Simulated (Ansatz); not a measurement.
**What each rung costs, and what it gives**

Saddle point of SnSiH₇Cl, closed shell (SnH₃Cl ([Cl][SnH3]) + SiH₄ → SnSiH₆ ([SiH3][SnH3]) + HCl; bonds formed: Sn1–Si7, Cl2–H6; bonds broken: Sn1–Cl2, H6–Si7), PBE0-D4/def2-TZVP structure:

Sn1  (-0.700, 0.469, -1.140)
Cl2  (1.942, 1.435, -0.893)
H3  (-0.176, -0.218, -2.593)
H4  (-1.990, -0.498, -0.505)
H5  (-1.156, 2.094, -1.059)
H6  (0.960, 0.382, 0.046)
Si7  (0.307, -0.714, 1.255)
H8  (-0.794, -0.187, 2.096)
H9  (0.012, -2.097, 0.805)
H10  (1.596, -0.666, 1.989)
(Å)

Barriers are electronic and count from the start structure reached by relaxing down the imaginary mode.

Program: Ansatz 0.2.0. Basis: as named in each row. Cores are frozen in the correlated methods. Filled d shells of the heavier atoms are correlated. Core potentials replace the inner electrons of the atoms past krypton. The def2 sets are not built for correlating such inner shells, so the correlated values are less sure here. B3LYP uses VWN-RPA correlation. Extrapolation: Hartree–Fock as exp(−7.88 √X), correlation as X^−2.97.

Times are rough, for one single point on 4 threads of a shared host (Intel Xeon).

The estimate by CCSD(T) at an estimated basis limit (MP2 extrapolated from triple and quadruple zeta, plus CCSD(T) − MP2 in triple zeta) is 2.237 eV.

```
      method       basis  time (s)  barrier (eV)  method less estimate
       SPW92    def2-SVP   under 1         1.570                -0.667
      PBE-D4    def2-SVP         2         1.841                -0.396
     PBE0-D4    def2-SVP         2         2.096                -0.141
       SPW92  def2-TZVPP         2         1.522                -0.715
      PBE-D4  def2-TZVPP         4         1.794                -0.443
     BLYP-D4  def2-TZVPP         4         2.006                -0.231
    BHLYP-D4  def2-TZVPP         6         2.449                 0.212
    B3LYP-D4  def2-TZVPP         6         2.187                -0.050
     CCSD(T)    def2-SVP         6         2.634                 0.397
   r2SCAN-D4  def2-TZVPP         6         1.996                -0.241
     PBE0-D4  def2-TZVPP         6         2.033                -0.204
CAM-B3LYP-D4  def2-TZVPP         6         2.355                 0.118
     wB97M-V    def2-SVP         7         2.377                 0.140
  r2SCAN0-D4  def2-TZVPP         8         2.159                -0.078
  RPA on PBE  def2-TZVPP         9         2.370                 0.133
    PBE-QIDH  def2-TZVPP        10         2.262                 0.025
      B2PLYP  def2-TZVPP        11         2.332                 0.095
     wB97X-V  def2-TZVPP        12         2.368                 0.131
      B97M-V  def2-TZVPP        13         2.175                -0.062
     wB97M-V  def2-TZVPP        13         2.310                 0.073
         MP2  def2-QZVPP        34         2.270                 0.033
     CCSD(T)  def2-TZVPP       140         2.364                 0.127
```

All methods are single points on the PBE0-D4 structures.

T1 diagnostic: at most 0.015.

Labels in which every atom is bracketed show which atoms are joined, not bond orders.
